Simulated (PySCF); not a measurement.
# Zn²⁺: excitation energy

Zn²⁺ [Ar] 3d10 (1S) → Zn²⁺ [Ar] 3d9 4p1 (high-spin determinant), as a difference of total energies. Computed with PySCF 2.14 in ANO-RCC-VTZP (6s5p3d2f1g, 59 functions), with scalar relativity by spin-free X2C-1e. Correlated levels: valence and next inner shell: [Ne] frozen. The calculations carry no spin-orbit coupling.

```json
{"method": "UHF", "excitation energy (eV)": "15.313"}
{"method": "MP2 (valence and next inner shell)", "excitation energy (eV)": "18.246"}
{"method": "SCS-MP2 (valence and next inner shell)", "excitation energy (eV)": "17.897"}
{"method": "CCSD (valence and next inner shell)", "excitation energy (eV)": "17.231"}
{"method": "CCSD(T) (valence and next inner shell)", "excitation energy (eV)": "17.306"}
```

Q: How much does correlation contribute at CCSD(T) (valence and next inner shell)?

A: 17.306 − (15.313) = 1.993 eV, measured against UHF.

A first-order spin-orbit estimate (lowest level to lowest level, LS coupling) adds -0.095 eV.

The basis was made for the ground configuration and has no added diffuse functions, so the excitation energy can come out too high.

The determinant of the upper state mixes LS terms, which raises its energy above the lowest term, most at the Hartree-Fock and MP2 levels.
